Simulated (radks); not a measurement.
Values are calculated unless marked as measured or tabulated.
Problem. Ionisation of neutral manganese, [Ar] 3d5 4s2, to [Ar] 3d5 4s1 as the strength of local exchange is varied. Level of theory: scalar-relativistic Kohn-Sham, Slater X-alpha exchange (alpha = 2/3 is LDA exchange), no correlation, spin-polarised, spherical densities, finite nucleus; open shells are filled with parallel spins first; Fermi nuclear charge, rms radius 3.7057 fm (a radial shooting solver on a logarithmic mesh with Libxc functionals).

| alpha | E(Mn) (hartree) | exchange (hartree) | IE (eV) | -e of the level emptied (eV) | <r> of it (bohr) |
|---|---|---|---|---|---|
| 0.555 | -1146.28460 | -39.55955 | 5.634 | 3.036 (4s) | 3.525 |
| 0.667 | -1154.30136 | -47.88586 | 6.062 | 3.525 (4s) | 3.444 |
| 0.672 | -1154.66059 | -48.26020 | 6.082 | 3.548 (4s) | 3.441 |
| 0.873 | -1169.19627 | -63.49386 | 6.940 | 4.536 (4s) | 3.293 |
| 0.987 | -1177.52186 | -72.29314 | 7.474 | 5.153 (4s) | 3.210 |
| 1.03 | -1180.67745 | -75.64189 | 7.683 | 5.396 (4s) | 3.179 |
| ? | -1152.86557 | -46.39072 | 5.983 | 3.435 (4s) | 3.459 |

Which alpha was used in the last row?

Solution. alpha = 0.647. NIST Atomic Spectra Database: 7.434 eV (measured). The Delta-SCF value meets it near alpha = 0.98. Open shells are spherical and high-spin; term and fine-structure splittings are not resolved.
